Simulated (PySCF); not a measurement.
SiI4, SMILES I[Si](I)(I)I.

The structure is a stationary point at r2SCAN-D4/def2-SVP. The isomer is the one that the SMILES or the coordinates give; other isomers of the formula were not compared. The def2 effective core potentials stand for the cores of I; spin–orbit coupling is left out.

All values below come from TDDFT-M06-2X/def2-SVPD in PySCF 2.14.0.

Vertical excitations; the highest root listed may be one member of a degenerate set. Isolated molecule, no solvent. State labels are in the subgroup D2.

Problem. Give excitation energies, oscillator strengths and character. (An estimate is asked for; the answer gives what the named calculation found.)

Solution. 
```csv
state,symmetry,energy (eV),λ (nm),f,main pairs
S1,B3,3.92,316,0.000,HOMO→LUMO (degenerate set)
S2,B2,3.92,316,0.000,HOMO−1→LUMO (degenerate set)
S3,B1,3.92,316,0.000,HOMO−2→LUMO (degenerate set)
S4,B3,4.56,272,0.050,HOMO−3→LUMO (degenerate set)
S5,B2,4.56,272,0.050,HOMO−4→LUMO (degenerate set)
S6,B1,4.56,272,0.050,HOMO−5→LUMO (degenerate set)
S7,A,4.75,261,0.000,HOMO−6→LUMO (degenerate set)
S8,A,4.75,261,0.000,HOMO−7→LUMO (degenerate set)
S9,A,5.76,215,0.000,"HOMO→LUMO+3 32 %, HOMO−1→LUMO+2 32 %, HOMO−2→LUMO+1 32 %"
S10,B3,5.86,211,0.000,"HOMO−1→LUMO+1 47 %, HOMO−2→LUMO+2 47 %"
T1,B3,3.65,340,0,HOMO→LUMO (degenerate set)
T2,B2,3.65,340,0,HOMO−1→LUMO (degenerate set)
T3,B1,3.65,340,0,HOMO−2→LUMO (degenerate set)
T4,B2,4.09,303,0,HOMO−4→LUMO 87 %
```
Triplets are in the Tamm–Dancoff approximation, which puts them higher than full response would, so one can lie above its singlet here.
